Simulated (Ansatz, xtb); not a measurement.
## Two isomers of C4H4FNO

Structure a: `O=C1CC(F)=CN1`, a singlet. Structure b: `Cc1cnc(F)o1`, a singlet. Both are isolated molecules in the gas phase, relaxed with B3LYP-D3(BJ)/def2-SVP.

Energies in hartree; the thermal terms are from GFN2-xTB frequencies at re-optimised GFN2-xTB minima (ideal gas, soft modes damped towards free rotors, one conformer each, 298.15 K, 1 atm) and include the zero-point energy:

```
                              a           b
E, CCSD(T)/def2-SVP  −383.349070  −383.347972
    E, MP2/def2-SVP  −383.277687  −383.278649
  E, MP2/def2-TZVPP  −383.989738  −383.990214
  zero-point energy     0.075904     0.076444
       H(298 K) − E     0.082744     0.083507
       G(298 K) − E     0.046286     0.046221
```

**Question.** Correct the CCSD(T) difference for the basis set by the MP2 change, then work out ΔE, ΔE₀, ΔH and ΔG for a → b in kJ/mol (1 Eh = 2625.50 kJ/mol) and the equilibrium ratio [b]/[a].

**Answer.** 1. Differences b − a: CCSD(T) +0.001098, MP2 in the small set −0.000962, MP2 in the large set −0.000476 Eh.
2. ΔE = +0.001098 + (−0.000476 − (−0.000962)) = +0.001584 Eh = +4.16 kJ/mol.
3. ΔE₀ = ΔE + ΔZPE = +0.001584 + (+0.000540) Eh = +5.58 kJ/mol.
4. ΔH = ΔE + (+0.000763) Eh = +6.16 kJ/mol.
5. ΔG = ΔE + (−0.000065) Eh = +3.99 kJ/mol, so ΔS = (ΔH − ΔG)/T = +7.3 J/(mol K).
6. kT = 0.9442 mEh, so K = [b]/[a] = exp(−ΔG/kT) = exp(−1.61) ≈ 0.2.

The two are too close for this level to say which is favoured. An error of 4 kJ/mol in ΔG would change K by a factor of 5. Mirror images and further conformers aren't counted.

As drawn, b has 1 C∷C, 2 C∷N, 2 C∷O, 1 C–H in place of 1 C=O, 1 C–C, 1 C=C, 2 C–N, 1 N–H (∷ is an aromatic bond). Structure a has a 5-membered ring, b a 5-membered ring (with an aromatic ring).

Other levels gave ΔE = −16.6 (GFN2-xTB); −79.2 (HF/STO-3G, GFN2-xTB geometries); +12.9 (r2SCAN-D4/def2-SVP, GFN2-xTB geometries); +15.2 (B3LYP-D3(BJ)/def2-SVP); +14.1 (HF/def2-SVP); −2.5 (MP2/def2-SVP); +2.9 (CCSD(T)/def2-SVP) kJ/mol. The correlated steps freeze 7 core orbitals. Programs: Ansatz 0.2.0, xtb 6.7.1.
